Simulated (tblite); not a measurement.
Species: C5H11ClSSi.
Z-matrix (Å and degrees, GFN2-xTB geometry), rows numbered from 1:
```
C 
S   1  1.8198
Si  2  2.1507  1   99.91
Cl  3  2.0258  2  109.77  1    47.33
C   3  1.8951  2  107.82  1   167.35
C   5  1.5093  3  111.48  2  -176.31
C   6  1.4984  5  120.13  3  -153.64
C   6  1.4968  5  119.73  3   -83.05
H   1  1.0849  2  109.41  3   -56.33
H   1  1.0850  2  109.69  3    65.18
H   1  1.0843  2  106.80  3  -175.55
H   3  1.4602  2  108.29  1   -69.06
H   5  1.0900  3  109.80  2    62.31
H   5  1.0933  3  110.09  2   -54.70
H   6  1.0833  5  113.60  3    61.33
H   7  1.0794  6  118.02  8  -107.84
H   7  1.0794  6  118.66  8   108.19
H   8  1.0796  6  117.83  7   107.80
H   8  1.0792  6  118.89  7  -108.06
```

Computed with GFN2-xTB (tblite): harmonic, unscaled wavenumbers at the GFN2-xTB geometry, gas phase. Errors from tens to a few hundred cm⁻¹ against measured bands are possible. Modes of hydrogen on silicon can be 10 to 20 % off. One conformer, not necessarily the lowest.

Harmonic wavenumbers (cm⁻¹): 27.9, 42.6, 68.3, 75.3, 117.1, 121.4, 183.0, 197.2, 217.7, 342.2, 372.9, 463.0, 537.0, 625.8, 651.3, 726.0, 755.8, 774.1, 806.9, 864.1, 879.4, 948.9, 959.0, 977.8, 1005.7, 1065.9, 1070.9, 1099.5, 1116.5, 1157.9, 1195.8, 1240.3, 1266.0, 1321.2, 1393.3, 1440.4, 1450.7, 1456.8, 1460.2, 1494.2, 2262.1, 2951.9, 2994.9, 3036.7, 3044.0, 3044.8, 3065.9, 3088.4, 3089.7, 3091.5, 3110.0.

A = 2163, B = 620.5, C = 522.1 MHz; mass 166.004 u (most abundant isotopes); point group C1, symmetry number 1.

**Question.** Zero-point energy?

**Answer.** ½Σν̃ = 32375 cm⁻¹ = 387.29 kJ/mol.

**Question.** Entropy at 350 K, 1 bar (ideal gas, RRHO, classical rotation)?

**Answer.** Translation 175.94, rotation 129.64, vibration 185.23: S = 490.8 J/(mol K).

**Question.** And Cp and H(350 K) − H(0)?

**Answer.** Cp = 192.83 J/(mol K), of which vibrations give 159.58 (their classical limit is 51 R = 424.0); H(350 K) − H(0) = 42.18 kJ/mol without the zero-point energy, 30.54 from vibrations.

**Question.** Which modes carry the vibrational entropy at 350 K?

**Answer.** 27.9 cm⁻¹: 26.32; 42.6 cm⁻¹: 22.81; 68.3 cm⁻¹: 18.90; 75.3 cm⁻¹: 18.10; 117.1 cm⁻¹: 14.47; 121.4 cm⁻¹: 14.18 J/(mol K); the other 45 give 70.44 together.

**Question.** How do the functions run with temperature in this model?

**Answer.** 
```
T (K)  S (J/(mol K))  Cp (J/(mol K))  H − H(0) (kJ/mol)  G − H(0) (kJ/mol)  ln q(vib)
  100          325.4            94.5               6.68             -25.86       3.36
  200          402.0           130.9              17.94             -62.46       7.05
  300          462.7           172.1              33.05            -105.76      10.26
  500          569.0           246.5              75.32            -209.20      16.14
  800          701.6           316.7             160.77            -400.53      24.16
 1000          775.7           347.1             227.31            -548.43      29.01
```

q(vib) and H(0) count from the zero-point level.

**Question.** What must be added to the electronic energy to get the Gibbs energy at 350 K and 1 bar?

**Answer.** ZPE + [H(350 K) − H(0)] − T·S = 387.29 + 42.18 − 171.78 = 257.69 kJ/mol.

Hindered rotation and anharmonicity are outside this model. Other conformers, if any are populated, would add a mixing term that is left out. The structure is chiral; the term R ln 2 for an equal mix with its mirror image is left out.
